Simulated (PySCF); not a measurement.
Stepwise substitution at one centre (In Cl-SH). Isolated molecules, 0 K electronic values unless said otherwise. One relaxed conformer stands for each flexible species; it need not be the lowest. Strings in code marks are SMILES.

These are B3LYP-D3(BJ)/def2-TZVP // PBE0-D4/def2-TZVP (PySCF) values and carry that method's errors. B3LYP has the VWN-RPA correlation part, as in Gaussian. Delta-SCF ions had no search for a lower state. Excitations are Tamm–Dancoff values on a coarser integration grid. The basis has no diffuse functions, so Rydberg states are missing or too high.

```json
[
 {"species": "0 of 3 Cl replaced by SH", "HOMO–LUMO gap (eV)": "5.96", "vertical ionisation energy (Delta-SCF) (eV)": "11.28", "S1 excitation (TDA) (eV)": "?", "T1 excitation (TDA) (eV)": "4.55"},
 {"species": "1 of 3 Cl replaced by SH (`[Cl][In]([SH])[Cl]` (H–S–In–Cl torsion 0°))", "HOMO–LUMO gap (eV)": "?", "vertical ionisation energy (Delta-SCF) (eV)": "10.32", "S1 excitation (TDA) (eV)": "4.21", "T1 excitation (TDA) (eV)": "3.85"},
 {"species": "2 of 3 Cl replaced by SH (`[SH][In]([SH])[Cl]` (H–S–In–Cl torsion -180°, Cl–In–S–H torsion 0°))", "HOMO–LUMO gap (eV)": "5.24", "vertical ionisation energy (Delta-SCF) (eV)": "?", "S1 excitation (TDA) (eV)": "4.19", "T1 excitation (TDA) (eV)": "?"},
 {"species": "3 of 3 Cl replaced by SH (`[SH][In]([SH])[SH]`)", "HOMO–LUMO gap (eV)": "5.35", "vertical ionisation energy (Delta-SCF) (eV)": "9.30", "S1 excitation (TDA) (eV)": "4.33", "T1 excitation (TDA) (eV)": "4.02"}
]
```

### Question
Complete the blanks.

### Answer

- 0 of 3 Cl replaced by SH, S1 excitation (TDA) (eV): 4.88
- 1 of 3 Cl replaced by SH (`[Cl][In]([SH])[Cl]` (H–S–In–Cl torsion 0°)), HOMO–LUMO gap (eV): 5.27
- 2 of 3 Cl replaced by SH (`[SH][In]([SH])[Cl]` (H–S–In–Cl torsion -180°, Cl–In–S–H torsion 0°)), vertical ionisation energy (Delta-SCF) (eV): 9.65
- 2 of 3 Cl replaced by SH (`[SH][In]([SH])[Cl]` (H–S–In–Cl torsion -180°, Cl–In–S–H torsion 0°)), T1 excitation (TDA) (eV): 3.87
